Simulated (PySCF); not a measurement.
Bond stretch in AlH, singlet.

Levels: RKS-PBE = restricted PBE/cc-pVDZ run with PySCF 2.14.0; UKS-PBE = unrestricted PBE/cc-pVDZ run with PySCF 2.14.0; RKS-wB97X-V = restricted wB97X-V/cc-pVDZ run with PySCF 2.14.0; UCCSD(T) = CCSD(T) on UHF/cc-pVDZ, 5 core orbitals frozen run with PySCF.

Energies relative to the lowest point of each curve near equilibrium, in kJ/mol; the last columns give the difference from UCCSD(T):

```
R / Å  RKS-PBE  UKS-PBE  RKS-wB97X-V  UCCSD(T)  RKS-PBE − UCCSD(T)  UKS-PBE − UCCSD(T)  RKS-wB97X-V − UCCSD(T)
-----  -------  -------  -----------  --------  ------------------  ------------------  ----------------------
1.24     167.4    167.4        160.8     157.6                 9.8                 9.8                     3.1
1.32     100.2    100.2         94.0      91.0                 9.2                 9.2                     3.0
1.41      50.6     50.6         45.5      43.1                 7.4                 7.4                     2.4
1.50      20.7     20.7         17.2      15.7                 5.1                 5.1                     1.5
1.56       9.0      9.0          6.7       5.7                 3.3                 3.3                     0.9
1.62       2.3      2.3          1.3       0.9                 1.4                 1.4                     0.3
1.66       0.2      0.2          0.0       0.0                 0.2                 0.2                     0.0
1.73       0.0      0.0          1.5       2.0                -2.0                -2.0                    -0.5
1.78       2.2      2.2          4.9       5.7                -3.5                -3.5                    -0.8
1.82       5.0      5.0          8.8       9.7                -4.7                -4.7                    -0.9
1.92      15.5     15.5         21.9      23.0                -7.5                -7.5                    -1.0
2.09      40.5     40.5         51.8      52.0               -11.6               -11.6                    -0.2
2.27      71.7     71.7         88.5      86.3               -14.6               -14.6                     2.2
2.47     107.6    107.6        131.0     124.5               -16.9               -16.9                     6.5
2.76     157.4    157.4        191.0     175.6               -18.2               -18.2                    15.4
3.01     195.7    195.7        239.0     212.4               -16.6               -16.6                    26.6
3.32     236.1    231.0        292.3     246.6               -10.4               -15.6                    45.7
3.68     273.5    254.7        345.8     269.3                 4.2               -14.6                    76.5
4.06     303.3    269.2        393.4     278.7                24.6                -9.5                   114.7
4.51     328.8    278.6        439.6     282.1                46.7                -3.5                   157.5
4.94     345.7    282.4        474.9     283.1                62.6                -0.7                   191.8
5.85         —    283.4        526.2     283.6                   —                -0.1                   242.7
6.70         —    283.5        554.3     283.6                   —                -0.1                   270.7
```

RKS-PBE is furthest from UCCSD(T) at 4.94 (62.6 kJ/mol, above); its mean absolute difference over the points is 13.4 kJ/mol.

UKS-PBE is furthest from UCCSD(T) at 2.76 (-18.2 kJ/mol, below); its mean absolute difference over the points is 7.7 kJ/mol.

RKS-wB97X-V is furthest from UCCSD(T) at 6.70 (270.7 kJ/mol, above); its mean absolute difference over the points is 50.7 kJ/mol.

A dash means that the run gave no value there, or that the column was ended at a point which the program doubted or which failed a test of continuity chosen for this set; such a test can also cut sound points.

The restricted form behind RKS-PBE, RKS-wB97X-V keeps the bonding electrons paired and can't separate into open-shell fragments. The unrestricted determinant behind UKS-PBE is spin-contaminated at 3.32 to 6.70 Å (<S²> up to 1.0, against 0.00 for a pure singlet). At the longest distance RKS-wB97X-V leaves fractional charges on the fragments, a sign of delocalisation error or of the restricted form. The unrestricted determinant behind UCCSD(T) is spin-contaminated at 1.24 to 1.92, 2.47 to 6.70 Å (<S²> up to 1.0, against 0.00 for a pure singlet).
